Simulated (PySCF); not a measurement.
Species: C₂HBrN₂S.
InChI=1S/C2HBrN2S/c3-2-1-6-5-4-2/h1H

Method used: PySCF, PBE0-D3(BJ)/def2-SVP geometry optimisation, gas phase.

Masses are those of the commonest isotopes; rigid-rotor values at the optimised geometry. 

Problem. What are A, B and C (GHz)?

Solution. Ia = 65.11, Ib = 523.53, Ic = 588.64 u·Å²; 505379 MHz·u·Å²/I gives 7762, 965.3 and 858.6 MHz, that is A = 7.7617, B = 0.9653, C = 0.8586 GHz.

Problem. Classify the top.

Solution. A near-prolate asymmetric top; Ray's κ = -0.969.

Problem. What does the inertial defect say?

Solution. Planar: Δ = Ic − Ia − Ib = 0.00 u·Å². For a rigid frame Δ = −2 Σ m c², so it vanishes when all atoms lie in the ab plane; here none is more than 0.01 Å from it.

Problem. Give the coordinates in the principal-axis frame, origin at the centre of mass.

Solution. The sense of each axis is arbitrary; atoms in the order of the calculation.
| atom | mass (u) | a (Å) | b (Å) | c (Å) |
| --- | --- | --- | --- | --- |
| Br1 | 78.918 | 1.720 | 0.048 | 0.000 |
| C2 | 12.000 | -0.140 | -0.025 | -0.001 |
| C3 | 12.000 | -0.984 | 1.060 | -0.001 |
| S4 | 31.972 | -2.571 | 0.471 | 0.000 |
| N5 | 14.003 | -2.036 | -1.155 | 0.001 |
| N6 | 14.003 | -0.773 | -1.229 | -0.001 |
| H7 | 1.008 | -0.715 | 2.114 | 0.000 |

Problem. List the rotational levels J(Ka,Kc) to J = 2 (K).

Solution. Above 0(0,0), as E/k:
J = 1: 1(0,1) 0.088, 1(1,1) 0.414, 1(1,0) 0.419
J = 2: 2(0,2) 0.263, 2(1,2) 0.584, 2(1,1) 0.599, 2(2,1) 1.578, 2(2,0) 1.578

Problem. Which lines would a microwave search look for?

Solution. The dipole components are |μa| = 0.16 D, |μb| = 3.36 D, |μc| = 0.00 D; the mirror of this Cs structure is the ab plane, so μc vanishes by symmetry and there are no c-type lines. Intensities carry the squares of the components, which stand as 0.00 : 1.00 (a : b). Some lines, for components of 0.1 D or more:

```json
{"type": "a", "branch": "R", "J(Ka,Kc)": "2(1,1) ← 1(1,0)", "MHz": "3755", "lower level (cm⁻¹)": "0.291"}
{"type": "a", "branch": "R", "J(Ka,Kc)": "3(0,3) ← 2(0,2)", "MHz": "5467", "lower level (cm⁻¹)": "0.182"}
{"type": "a", "branch": "R", "J(Ka,Kc)": "3(2,1) ← 2(2,0)", "MHz": "5477", "lower level (cm⁻¹)": "1.096"}
{"type": "b", "branch": "Q", "J(Ka,Kc)": "1(1,0) ← 1(0,1)", "MHz": "6903", "lower level (cm⁻¹)": "0.061"}
{"type": "b", "branch": "Q", "J(Ka,Kc)": "2(1,1) ← 2(0,2)", "MHz": "7011", "lower level (cm⁻¹)": "0.182"}
{"type": "b", "branch": "R", "J(Ka,Kc)": "1(1,1) ← 0(0,0)", "MHz": "8620", "lower level (cm⁻¹)": "0.000"}
{"type": "b", "branch": "R", "J(Ka,Kc)": "2(1,2) ← 1(0,1)", "MHz": "10337", "lower level (cm⁻¹)": "0.061"}
{"type": "b", "branch": "R", "J(Ka,Kc)": "3(1,3) ← 2(0,2)", "MHz": "12002", "lower level (cm⁻¹)": "0.182"}
{"type": "b", "branch": "Q", "J(Ka,Kc)": "3(2,1) ← 3(1,2)", "MHz": "20236", "lower level (cm⁻¹)": "0.604"}
{"type": "b", "branch": "Q", "J(Ka,Kc)": "2(2,0) ← 2(1,1)", "MHz": "20390", "lower level (cm⁻¹)": "0.416"}
{"type": "b", "branch": "Q", "J(Ka,Kc)": "2(2,1) ← 2(1,2)", "MHz": "20710", "lower level (cm⁻¹)": "0.406"}
{"type": "b", "branch": "Q", "J(Ka,Kc)": "3(2,2) ← 3(1,3)", "MHz": "20871", "lower level (cm⁻¹)": "0.583"}
{"type": "b", "branch": "R", "J(Ka,Kc)": "3(2,2) ← 2(1,1)", "MHz": "25861", "lower level (cm⁻¹)": "0.416"}
{"type": "b", "branch": "R", "J(Ka,Kc)": "3(2,1) ← 2(1,2)", "MHz": "26187", "lower level (cm⁻¹)": "0.406"}
{"type": "b", "branch": "Q", "J(Ka,Kc)": "3(3,0) ← 3(2,1)", "MHz": "34244", "lower level (cm⁻¹)": "1.279"}
```

Problem. Estimate the classical rotational partition function at 25 K, 50 K and 200 K.

Solution. Point group Cs, symmetry number σ = 1; q = (√π/σ)·√((kT/h)³/(ABC)), k/h = 20836.6 MHz/K: 8310 at 25 K, 23500 at 50 K, 188000 at 200 K.

No PBE0-D3(BJ)/def2-SVP frequencies stand behind this structure, so it isn't proved a minimum. No vibrational averaging or centrifugal distortion is included, and the geometry carries the error of its method. Quadrupole hyperfine structure (14N, 79Br) is left out.

The run took 37 s wall on Arm Neoverse V1, one thread, shared host with 32 logical CPUs at a one-minute load of 16, and the process peaked at 0.45 GiB of memory. This is the geometry optimisation.
